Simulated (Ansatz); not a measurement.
System: sum formula H2SiO2F2 (charge 0, singlet). SMILES: O[Si](O)(F)F
Coordinates optimised at B3LYP-D3(BJ)/def2-TZVP (Ansatz, a first-principles code):
```
Si
F 1 1.5802
F 1 1.5881 2 105.58
O 1 1.6130 2 107.11 3 -119.73
H 4 0.9598 1 119.41 2 -160.77
O 1 1.6206 2 112.38 3 119.33
H 6 0.9603 1 119.93 2 -73.62
```

Quantity: atomisation energy (electronic, to ground-state atoms), in eV. Cores are frozen in the correlated levels unless marked. Open shells are spin-unrestricted. Spin-orbit coupling is left out. Non-relativistic. The coupled-cluster limit lacks core correlation, which all-electron functionals hold. Basis-set limits of correlation are two-point, X^-3; Hartree-Fock from the larger set (for Q and 5 zeta extrapolated as (X+1)exp(-9√X)).

```json
[
 {"level": "BLYP-D3(BJ)/def2-TZVPD", "program": "Ansatz + dftd3", "atomisation energy (eV)": "31.51"},
 {"level": "PBE0/def2-TZVP", "program": "Ansatz", "atomisation energy (eV)": "31.06"},
 {"level": "r2SCAN0-D4/def2-TZVPD", "program": "Ansatz + dftd4", "atomisation energy (eV)": "30.91"},
 {"level": "HSE06-D3(BJ)/def2-TZVPD", "program": "Ansatz + dftd3", "atomisation energy (eV)": "31.17"},
 {"level": "LC-wPBE-D4/def2-TZVPD", "program": "Ansatz + dftd4", "atomisation energy (eV)": "?"},
 {"level": "wB97M-V/def2-TZVPD", "program": "Ansatz", "atomisation energy (eV)": "?"},
 {"level": "wB97X-V/def2-TZVPD", "program": "Ansatz", "atomisation energy (eV)": "?"},
 {"level": "CCSD/6-31G", "program": "Ansatz", "atomisation energy (eV)": "?"},
 {"level": "CCSD(T)/CBS(cc-pV(Q+d)Z,cc-pV(5+d)Z)", "program": "Ansatz", "atomisation energy (eV)": "32.21"}
]
```

Question: Fill in the missing entries.

Answer: 
- LC-wPBE-D4/def2-TZVPD, atomisation energy (eV): 31.72
- wB97M-V/def2-TZVPD, atomisation energy (eV): 31.78
- wB97X-V/def2-TZVPD, atomisation energy (eV): 31.70
- CCSD/6-31G, atomisation energy (eV): 22.74
